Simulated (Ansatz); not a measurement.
Geometry optimisation, Ansatz 0.2.0, RKS PBE0-D4/6-31G*.

Input file:

```yaml
crystal:
  periodic: [false, false, false]
  atoms:
    - { symbol: Al, position_ang: [0.0, 0.0, 0.0] }
    - { symbol: C, position_ang: [0.0, 0.0, 2.32] }
    - { symbol: H, position_ang: [-0.9996, -0.3092, 2.6905] }
    - { symbol: H, position_ang: [0.7676, -0.7111, 2.6905] }
    - { symbol: C, position_ang: [0.3177, 1.3971, 2.8274] }
    - { symbol: H, position_ang: [0.9159, 1.3257, 3.7596] }
    - { symbol: H, position_ang: [0.8975, 1.9479, 2.0576] }
    - { symbol: H, position_ang: [-0.628, 1.9396, 3.0359] }
    - { symbol: C, position_ang: [1.706, 0.0, -0.985] }
    - { symbol: H, position_ang: [2.0356, -1.0462, -1.1552] }
    - { symbol: H, position_ang: [1.5695, 0.508, -1.9624] }
    - { symbol: H, position_ang: [2.4756, 0.5381, -0.3932] }
    - { symbol: C, position_ang: [-1.706, 0.0, -0.985] }
    - { symbol: H, position_ang: [-2.2662, -0.9305, -0.7558] }
    - { symbol: H, position_ang: [-2.3102, 0.8797, -0.6796] }
    - { symbol: H, position_ang: [-1.5043, 0.0508, -2.0753] }
    - { symbol: H, position_ang: [-0.2382, -1.749, 0.5865] }
    - { symbol: H, position_ang: [-0.19, -1.3947, 1.5677] }
basis:
  gaussian: { orbitals: "6-31G*" }
hamiltonian:
  xc: pbe0
  dispersion: d4
relax:
  f_tol: 0.15
  max_steps: 25
  restrain:
    - { distance: [0, 16], at: 1.56, k: 30.0 }
    - { distance: [17, 1], at: 1.11, k: 30.0 }
    - { distance: [0, 1], at: 3.17, k: 30.0 }
    - { distance: [17, 16], at: 1.86, k: 30.0 }
output:
  orbitals: {}
```

Launched with:

```bash
$ ansatz run input.yaml --threads 2 --pin off --max-ram 3072MiB --backend cpu --events-out ev --progress --plain --runs-dir out
```

Q: Where does it end, and by what steps?

A: It converged. The restraints hold the end off the free minimum. After 12 steps the energy has fallen by 2.577 eV (the restraints' own energy left out); H8 moved furthest, 1.31 Å. Joined: C2–H18 (1.60 → 1.11 Å).

```
step  energy less start (eV)  largest force component (eV/Å)  accepted
   0                  0.0000                           3.974       yes
   1                  0.9776                           3.204       yes
   2                  0.7774                           3.180       yes
   3                 -0.3988                           2.397       yes
   4                 -1.6064                           1.709       yes
   5                 -2.2701                           0.755       yes
   6                 -2.3589                           1.050       yes
   7                 -2.4659                           0.654       yes
   8                 -2.5097                           0.600       yes
   9                 -2.5386                           0.601       yes
  10                 -2.5626                           0.578       yes
  11                 -2.5729                           0.560       yes
  12                 -2.5772                           0.565       yes
```

```xyz
18
Properties=species:S:1:pos:R:3
Al -0.028 -0.707 -0.417
C 0.081 -0.325 2.729
H -0.788 -0.559 3.354
H 0.981 -0.625 3.280
C 0.121 1.155 2.374
H 0.179 1.772 3.281
H 0.994 1.403 1.759
H -0.779 1.468 1.825
C 1.722 0.021 -0.940
H 2.355 -0.752 -1.400
H 1.640 0.855 -1.650
H 2.278 0.393 -0.067
C -1.708 0.213 -0.861
H -2.584 -0.242 -0.384
H -1.682 1.275 -0.577
H -1.881 0.194 -1.948
H -0.076 -2.089 0.330
H 0.019 -1.006 1.856
```

Time of the run: 39 s on 2 threads of Arm Neoverse V2, with other jobs on the host, peak memory 0.25 GiB.
